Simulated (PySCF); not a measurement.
BrFGaHO. Atoms are numbered in the order given.

```xyz
5

Ga    -0.0068     0.7322     0.0000
F     -1.5373     1.5715     0.0000
Br     0.0280    -1.5157     0.0000
O      1.4705     1.6952     0.0000
H      1.3008     2.6446     0.0000
```
Charge 0, spin multiplicity 1.

The structure is a stationary point at PBE0-D3(BJ)/def2-SVP. The structure was generated by enumeration; whether it is a known compound was not checked. The values are those of a single conformer.

Computed with PySCF with PBE0/pcSseg-1.

GIAO shieldings, no solvent; atoms alike by connectivity are averaged. δ = σ(ref) − σ: ¹⁹F against CFCl3 (σ = 167.2 ppm); ¹⁷O against H2O (σ = 334.2 ppm); ¹H against TMS (σ = 31.56 ppm), references at their B3LYP-D3(BJ)/def2-TZVP geometries, non-relativistic (without spin–orbit terms, shifts of atoms bonded to Cl or Br come out too high).

| nucleus | atoms | count | δ (ppm) |
|---|---|---|---|
| ¹⁹F | F2 | 1 | -145.6 |
| ¹⁷O | O4 | 1 | 61.3 |
| ¹H | H5 | 1 | 2.61 |
